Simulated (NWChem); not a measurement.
Molecule: tetramethylsilane (C4H12Si); SMILES C[Si](C)(C)C

```xyz
17

C     -0.9935    -1.0631    -1.2003
Si    -0.0003     0.0002    -0.0001
C     -1.1733     0.8344     1.2187
C      1.2175    -1.0876     0.9441
C      0.9477     1.3164    -0.9626
H     -1.5602    -1.8428    -0.6664
H     -0.3348    -1.5660    -1.9264
H     -1.7153    -0.4546    -1.7684
H     -0.6222     1.4647     1.9349
H     -1.7421     0.0888     1.7972
H     -1.8994     1.4776     0.6962
H      0.6925    -1.8688     1.5168
H      1.9185    -1.5896     0.2580
H      1.8131    -0.4938     1.6559
H      1.6421     0.8590    -1.6854
H      0.2616     1.9698    -1.5250
H      1.5396     1.9548    -0.2873
```
Atoms are numbered in this order, from 1.

Results from NWChem. All runs use the structure optimised with PBE0/def2-SVP. Not confirmed as a minimum by frequencies. B3LYP is NWChem's, with the RPA form of VWN correlation. GIAO values for the isolated, static molecule; σ is the absolute isotropic shielding.

```tsv
level	σ C1 (ppm)	σ Si2 (ppm)	σ H6 (ppm)
B3LYP/IGLO-III	178.9	330.2	31.54
Hartree-Fock/STO-3G	?	?	?
PBE0/6-31G*	194.1	418.0	31.96
```

Task: What belongs in the gaps?

Result: 
- Hartree-Fock/STO-3G, σ C1 (ppm): 245.0
- Hartree-Fock/STO-3G, σ Si2 (ppm): 572.7
- Hartree-Fock/STO-3G, σ H6 (ppm): 33.12
